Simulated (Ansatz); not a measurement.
Consider the cleavage of the Si–Si bond: `F[SiH2][SiH2]Cl` + `[NH2][AlH2]` → `F[SiH2][NH][AlH2]` + `[SiH3]Cl`.

Isolated molecules relaxed with PBE0-D4/def2-TZVP in Ansatz; ΔE leaves out vibrations. CCSD(T)/CBS is the MP2 limit (def2-TZVPP, def2-QZVPP) plus CCSD(T) − MP2 in def2-TZVPP, frozen cores. This one scheme is used for every species. DFT in def2-TZVPP. One conformer a species, not always the lowest.

CCSD(T)/CBS gives -21.6 kcal/mol.

Task: Another level gave -23.9 kcal/mol. Which?
A. MP2/def2-TZVPP
B. r2SCAN-D4/def2-TZVPP
C. PBE-D4/def2-TZVPP
D. ωB97M-V/def2-TZVPP

Result: A. MP2/def2-TZVPP -23.9, r2SCAN-D4 -20.1, ωB97M-V -22.3, PBE-D4 -16.3 kcal/mol.

Largest T1 diagnostic among the species: 0.012.

In def2-TZVPP, CCSD(T) changes the Hartree–Fock value by +2.5 kcal/mol (the triples alone add +0.3 kcal/mol) and MP2 by +0.9 kcal/mol. From PBE to PBE0 (25 % exact exchange), in def2-TZVPP and without D4, ΔE moves by −1.9 kcal/mol.
